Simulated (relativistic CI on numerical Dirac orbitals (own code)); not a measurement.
# Radial parameters of Er²³⁺

These numbers are calculated, not measured: Dirac-Coulomb-Breit CI, KLI orbitals optimised for each configuration, a model potential for QED, unscaled Slater integrals (own radial code, finite nucleus).

Slater integrals F^k, G^k are unscaled and averaged over j, outside the closed core [Ar] 3d10; ζ comes from projecting the Hamiltonian with its Breit term on Σ l·s of the shell.

- 4s2 4p6 4d9: ζ(4d) = 31880 cm⁻¹; <r>(4d) = 0.5161, <r^2>(4d) = 0.3047 (bohr units).
- 4s2 4p5 4d10: ζ(4p) = 271550 cm⁻¹; <r>(4p) = 0.5014, <r^2>(4p) = 0.2845 (bohr units).
- 4s2 4p6 4d8 4f: F^2(4d,4d) = 195530, F^4(4d,4d) = 132580, ζ(4d) = 31880, F^2(4d,4f) = 193370, F^4(4d,4f) = 126320, G^1(4d,4f) = 211460, G^3(4d,4f) = 141820, G^5(4d,4f) = 103030, ζ(4f) = 4608 cm⁻¹; <r>(4d) = 0.5163, <r^2>(4d) = 0.3049, <r>(4f) = 0.5087, <r^2>(4f) = 0.297 (bohr units).

Q: Give the Racah parameters of the d shell in 4s2 4p6 4d8 4f.

A: B = F²/49 − 5F⁴/441 = 2487 cm⁻¹ and C = 35F⁴/441 = 10523 cm⁻¹.

Averages of the first 10 configurations, taken without configuration mixing, which lowers the lowest level and can move excited configurations by several eV; other configurations of the list can lie among them:

```
    Configuration  Parity  States  Average energy above the lowest level (eV)
      4s2 4p6 4d9    even      10                                         5.5
     4s2 4p5 4d10     odd       6                                       179.8
   4s2 4p6 4d8 4f     odd     630                                       179.0
      4s 4p6 4d10    even       2                                       303.6
   4s2 4p5 4d9 4f    even     840                                       351.2
   4s2 4p6 4d8 5s    even      90                                       266.2
    4s 4p6 4d9 4f     odd     280                                       475.3
   4s2 4p6 4d8 5p     odd     270                                       313.5
4s2 4p6 4d7 4f 5s     odd    3360                                       440.2
   4s2 4p6 4d8 5d    even     450                                       379.3
```
